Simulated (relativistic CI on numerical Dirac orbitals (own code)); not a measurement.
**Energy levels of Sn²⁺**

Computed by Dirac-Coulomb-Breit CI, separate exchange-only KLI orbitals for each configuration, model QED, valence Slater integrals scaled by 0.85, configuration energies shifted to the measured levels that pair with them (semi-empirical) (own radial code, finite nucleus).

CI space (outside the closed core [Kr]): 4d¹⁰5s², 4d¹⁰5s5p, 4d¹⁰5p², 4d¹⁰5s6s, 4d¹⁰5s5d, 4d¹⁰5s6p, 4d¹⁰5s4f, 4d¹⁰5s7s, 4d¹⁰5s6d, 4d¹⁰5s5g, 4d¹⁰5s8s, 4d¹⁰5s7d, 4d¹⁰5p5d, 4d¹⁰5d², 4d¹⁰4f², 4d¹⁰5s7p, 4d¹⁰4f5p, 4d¹⁰5s5f, 4d¹⁰5s6f, 4d¹⁰5p6s, 4d⁹5s²4f, 4d⁸5s²5p², 4d⁹5s5p², 4d⁹5s²5p, 4d¹⁰4f5d. Levels of other configurations are missing.

| No. | Configuration | Term | J | E (cm⁻¹) | % | Next component (%) | jj configuration (%) |
| --- | --- | --- | --- | --- | --- | --- | --- |
| 1 | 4d¹⁰5s² | ¹S | 0 | 0.0 | 97 | 3 4d¹⁰5p² ¹S | closed (97) |
| 2 | 4d¹⁰5s5p | ³P° | 0 | 53574.6 | 100 |  | 5s 5p1/2 (100) |
| 3 | 4d¹⁰5s5p | ³P° | 1 | 55169.7 | 99 | 1 ¹P° | 5s 5p1/2 (74) |
| 4 | 4d¹⁰5s5p | ³P° | 2 | 58899.0 | 100 |  | 5s 5p3/2 (100) |
| 5 | 4d¹⁰5s5p | ¹P° | 1 | 82588.6 | 96 | 2 4d¹⁰5p5d ¹P° | 5s 5p3/2 (72) |
| 6 | 4d¹⁰5p² | ¹D | 2 | 127283.9 | 58 | 33 4d¹⁰5s5d ¹D | 5p1/2 5p3/2 (62) |
| 7 | 4d¹⁰5p² | ³P | 0 | 128002.0 | 97 | 3 ¹S | 5p1/2^2 (80) |
| 8 | 4d¹⁰5p² | ³P | 1 | 130394.1 | 99 |  | 5p1/2 5p3/2 (99) |
| 9 | 4d¹⁰5p² | ³P | 2 | 134292.7 | 91 | 5 4d¹⁰5s5d ¹D | 5p3/2^2 (78) |
| 10 | 4d¹⁰5s6s | ³S | 1 | 139221.7 | 100 |  | 5s 6s (100) |
| 11 | 4d¹⁰5s5d | ³D | 1 | 141338.8 | 99 | 1 4d¹⁰4f5p ³D | 5s 5d3/2 (99) |
| 12 | 4d¹⁰5s5d | ³D | 2 | 141509.0 | 99 | 1 4d¹⁰4f5p ³D | 5s 5d3/2 (60) |
| 13 | 4d¹⁰5s5d | ³D | 3 | 141765.9 | 99 | 1 4d¹⁰4f5p ³D | 5s 5d5/2 (99) |
| 14 | 4d¹⁰5s6s | ¹S | 0 | 144006.9 | 99 |  | 5s 6s (99) |
| 15 | 4d¹⁰5s5d | ¹D | 2 | 155487.3 | 60 | 34 4d¹⁰5p² ¹D | 5s 5d5/2 (37) |
| 16 | 4d¹⁰5p² | ¹S | 0 | 155632.1 | 93 | 3 ³P | 5p3/2^2 (78) |
| 17 | 4d¹⁰5s6p | ³P° | 0 | 159904.0 | 99 |  | 5s 6p1/2 (99) |
| 18 | 4d¹⁰5s6p | ³P° | 1 | 160251.2 | 95 | 4 ¹P° | 5s 6p1/2 (83) |
| 19 | 4d¹⁰5s6p | ³P° | 2 | 161364.7 | 99 |  | 5s 6p3/2 (99) |
| 20 | 4d¹⁰5s6p | ¹P° | 1 | 163655.8 | 93 | 4 ³P° | 5s 6p3/2 (81) |
| 21 | 4d¹⁰5s4f | ³F° | 2 | 179267.6 | 95 | 5 4d¹⁰5p5d ³F° | 5s 4f5/2 (95) |
| 22 | 4d¹⁰5s4f | ³F° | 3 | 179323.7 | 89 | 6 ¹F° | 5s 4f7/2 (65) |
| 23 | 4d¹⁰5s4f | ³F° | 4 | 179460.4 | 96 | 4 4d¹⁰5p5d ³F° | 5s 4f7/2 (96) |
| 24 | 4d¹⁰5s4f | ¹F° | 3 | 179778.3 | 89 | 7 ³F° | 5s 4f5/2 (66) |
| 25 | 4d¹⁰5s7s | ³S | 1 | 186688.3 | 100 |  | 5s 7s (100) |
| 26 | 4d¹⁰5s6d | ³D | 1 | 187925.9 | 100 |  | 5s 6d3/2 (100) |
| 27 | 4d¹⁰5s6d | ³D | 2 | 187996.3 | 100 |  | 5s 6d3/2 (63) |
| 28 | 4d¹⁰5s6d | ³D | 3 | 188108.5 | 100 |  | 5s 6d5/2 (100) |
| 29 | 4d¹⁰5s7s | ¹S | 0 | 188497.0 | 99 |  | 5s 7s (99) |
| 30 | 4d¹⁰5s6d | ¹D | 2 | 190858.3 | 95 | 2 4d¹⁰5p² ¹D | 5s 6d5/2 (60) |
| 31 | 4d¹⁰5s7p‡ | ³P° | 0 | 195240.4 | 99 | 1 4d¹⁰5p6s ³P° | 5s 7p1/2 (99) |
| 32 | 4d¹⁰5s7p‡ | ³P° | 1 | 195370.1 | 87 | 11 ¹P° | 5s 7p1/2 (92) |
| 33 | 4d¹⁰5s7p‡ | ³P° | 2 | 195912.1 | 99 | 1 4d¹⁰5p5d ³P° | 5s 7p3/2 (99) |
| 34 | 4d¹⁰5s7p‡ | ¹P° | 1 | 196140.1 | 83 | 12 ³P° | 5s 7p3/2 (88) |
| 35 | 4d¹⁰5p5d‡ | ³F° | 2 | 202597.4 | 52 | 35 4d¹⁰5s5f ³F° | 5p1/2 5d3/2 (57) |
| 36 | 4d¹⁰5s5f‡ | ³F° | 3 | 203643.5 | 50 | 39 4d¹⁰5p5d ³F° | 5s 5f7/2 (37) |
| 37 | 4d¹⁰5s5f‡ | ³F° | 4 | 204701.9 | 75 | 23 4d¹⁰5p5d ³F° | 5s 5f7/2 (75) |
| 38 | 4d¹⁰5s5f‡ | ¹F° | 3 | 205542.0 | 86 | 7 4d¹⁰5p5d ¹F° | 5s 5f5/2 (61) |
| 39 | 4d¹⁰5s5g | ¹G | 4 | 206110.6 | 51 | 48 ³G | 5s 5g9/2 (99) |
| 40 | 4d¹⁰5s5g | ³G | 3 | 206112.2 | 100 |  | 5s 5g7/2 (100) |
| 41 | 4d¹⁰5s5g | ³G | 4 | 206131.9 | 51 | 49 ¹G | 5s 5g7/2 (99) |
| 42 | 4d¹⁰5s5g | ³G | 5 | 206133.3 | 100 |  | 5s 5g9/2 (100) |
| 43 | 4d¹⁰5p5d‡ | ¹D° | 2 | 207018.7 | 70 | 20 4d¹⁰5s5f ³F° | 5p1/2 5d5/2 (29) |
| 44 | 4d¹⁰5s8s | ³S | 1 | 207956.9 | 100 |  | 5s 8s (100) |
| 45 | 4d¹⁰5p6s‡ | ³P° | 0 | 208441.0 | 98 | 1 4d¹⁰5p5d ³P° | 5p1/2 6s (98) |

Energies count from the lowest computed level; ° marks odd parity. Filled j subshells are mostly left out of the jj labels. ‡ marks configurations that were not tied to measured data.

The mean weight of the leading LS term, summed over parents, in these 45 levels is 90 %, and that of the leading jj configuration (from the same eigenvectors) 84 %.

Configurations whose levels could be paired with our table of measured levels were shifted onto them, all but the ground configuration, by the median error of their levels; single terms can still be off by 1,000 to 2,000 cm⁻¹ or more, and rates follow the energies as ν³ (E1, M1) or ν⁵ (E2). The others borrow a shift and can be off by several thousand cm⁻¹ or more. The fine structure of a lone outer electron comes out too small, for d and f at times inverted, and misplaced configurations move strength between like terms. 31 of the 34 excited levels that our extract of the measured tables holds in this range could be paired (the sources list more); they are missed by 322 cm⁻¹ on average and 2677 at most, after the shifts were fitted to these levels, and levels without a partner can miss by more.

LS names give the leading component of a level, which can be under half, so a name can repeat, a term be missing and a line seem to break the LS rules.
